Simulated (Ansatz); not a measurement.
Gas-phase electronic energies from Ansatz, PBE0-D4/def2-TZVP geometries. CCSD(T)/CBS is the MP2 limit (def2-TZVPP, def2-QZVPP) plus CCSD(T) − MP2 in def2-TZVPP, frozen cores. Functionals use def2-TZVPP. B3LYP here is the variant with VWN-RPA as its local correlation; programs differ in this. One conformer a species, not always the lowest.

`BC([SiH3])BCl` + `C1C[SiH2]1` → `ClBC1C[SiH2]1` + `BC[SiH3]`  (formal exchange of groups at a B–C bond)

(1) Is it downhill or uphill in electronic energy at CCSD(T)/CBS, and by how much? (Best estimate.)

(2) What do these levels give: ωB97X-V, B2PLYP, r2SCAN, B3LYP, HF/def2-TZVPP, CCSD(T)/def2-TZVPP? (An estimate is asked.)

Largest T1 diagnostic among the species: 0.012.

Results:

(1) The calculation gave: Downhill: ΔE = -23.0 kJ/mol.

(2) The calculation gave: ωB97X-V -21.3, B2PLYP -24.6, r2SCAN -22.7, B3LYP -24.5, HF/def2-TZVPP -26.0, CCSD(T)/def2-TZVPP -22.2 kJ/mol.
